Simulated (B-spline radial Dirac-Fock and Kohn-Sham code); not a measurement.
**Gd 3s: cross section and angular parameters**

System: the free gadolinium atom in the configuration 1s2 2s2 2p6 3s2 3p6 3d10 4s2 4p6 4d10 4f7 5s2 5p6 5d1 6s2; threshold 1881.0 eV (tabulated edge). The computed values come from a radial atomic solver: Dirac-Hartree-Slater photoionisation with a Latter tail; cross sections with all multipoles, angular parameters from the dipole term and its interference with E2.

For linearly polarised light dσ/dΩ = σ/(4π) [1 + β P₂(cos θ) + (δ + γ cos²θ) sin θ cos φ], with θ from the polarisation vector and φ the angle between the beam and the projection of the electron momentum on the plane normal to the polarisation.

| hν (eV) | σ (kb) | β | γ |
| --- | --- | --- | --- |
| 1960 | 41.8 | 1.952 | 1.185 |
| 2984.4 | 22.9 | 1.965 | 0.410 |
| 3950 | 14.5 | 1.970 | 0.117 |
| 4780 | 10.5 | 1.973 | -0.021 |
| 9190 | 3.09 | 1.977 | -0.088 |
| 9251.7 | 3.05 | 1.977 | -0.085 |
| 9350 | 2.99 | 1.977 | -0.080 |
| 9750 | ? | ? | ? |
| 11400 | 2.00 | 1.977 | 0.048 |
| 12700 | 1.60 | 1.977 | 0.143 |

Task: Give the values at 9750 eV.

Result: σ = 2.75 kb, β = 1.977, γ = -0.059. For an s subshell δ is negligible.
